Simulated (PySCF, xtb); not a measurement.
FeH3O3, SMILES [OH][Fe]([OH])[OH] (connectivity only; charge and spin as stated), neutral, multiplicity 6. One conformer was computed; it need not be the lowest.

Harmonic wavenumbers (cm⁻¹) from GFN2-xTB run with xtb at its own minimum, in rising order: 67, 134, 135, 199, 268, 276, 450, 451, 461, 498, 500, 520, 3700, 3703, 3705.

Q: What does TPSSh-D3(BJ)/def2-SVP in PySCF give at its own minimum? (The exact figures need the calculation; the answer reports its results.)

A: 122, 135, 135, 372, 372, 401, 559, 570, 570, 633, 718, 718, 3802, 3802, 3805. Paired by order, the mean absolute difference is 110 cm⁻¹ and the zero-point energies are 21.5 and 23.9 kcal/mol.
